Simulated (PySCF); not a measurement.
**Radial density of Gd⁵⁹⁺ (gadolinium, charge +59)**

UHF, [He] 2s2 2p1, 2P determinant. All numbers are calculated (PySCF 2.14, no relativity, point nucleus, in an even-tempered Gaussian basis (17 s from 34 bohr⁻², ratio 2.2; 10 p from 44 bohr⁻², ratio 2.2; 5 d from 170 bohr⁻², ratio 2.4; 5 f from 250 bohr⁻², ratio 2.4; 4 g from 380 bohr⁻², ratio 2.4)).

| r (bohr) | 4πr²ρ (e/bohr) | 4πr²(ρα − ρβ) |
| --- | --- | --- |
| 0.000400 | 0.3529 | 0.0000 |
| 0.000674 | 0.9641 | 0.0000 |
| 0.00113 | 2.571 | 0.0000 |
| 0.00191 | 6.590 | 0.0004 |
| 0.00321 | 15.78 | 0.0033 |
| 0.00539 | 33.70 | 0.0235 |
| 0.00907 | 59.30 | 0.1493 |
| 0.0153 | 75.24 | 0.8092 |
| 0.0257 | 56.18 | 3.3694 |
| 0.0432 | 28.81 | 9.0603 |
| 0.0726 | 34.79 | 11.7139 |
| 0.122 | 18.43 | 4.4095 |
| 0.205 | 1.065 | 0.2077 |
| 0.345 | 0.002219 | 0.0003 |

A non-relativistic calculation at this Z misses sizeable relativistic shifts. Spin-orbit coupling, absent here, splits the open shell strongly.
